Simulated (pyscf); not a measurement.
Elementary routes open to H₃Si–AsH–Ga [singlet] in the gas phase (singlet surface):
A. H₃Si–As=GaH (As–H, H–Si broken; Ga–H, H–Si formed)
B. H₃Si–Ga=AsH (As–Si broken; Ga–Si formed)

Optimised with ωB97X-D3(BJ)/def2-SVP in PySCF. MP2 and CC: frozen core, UHF for open shells. ΔMP2 is the change of the MP2 total energy from the triple- to the quadruple-zeta basis.

### Question
Rank the routes by free-energy barrier at 1200 K, lowest first, for CCSD(T)/def2-TZVPP + ΔMP2(QZVPP) energies (ideal gas, 1 atm, RRHO with modes under 100 cm⁻¹ raised to 100, one conformer, R ln 2 for chiral ones without a mode under 150 cm⁻¹).

### Answer
A (61.0 kcal/mol), B (67.7 kcal/mol)

Route A is the fastest of these, ahead of the next by 6.7 kcal/mol. The most stable products are those of A (ΔG = +6.9 kcal/mol), so kinetics and thermodynamics agree. At 298 K A is still the fastest. Only these routes are compared; each barrier is that of the saddle found, and lower ones may exist. 2 of the closed-shell references are unstable towards spin polarisation; treat their single-reference values with care. The CCSD(T) − MP2 part came from Ansatz, without density fitting, on the same reference. The frozen core leaves the outer d or s,p core shells of the metals and heavy elements correlated in the MP2 and CC values, and def2-TZVPP describes them poorly, which can shift differences by a few kcal/mol. Elements up to Kr have no core potential and no relativistic terms here.
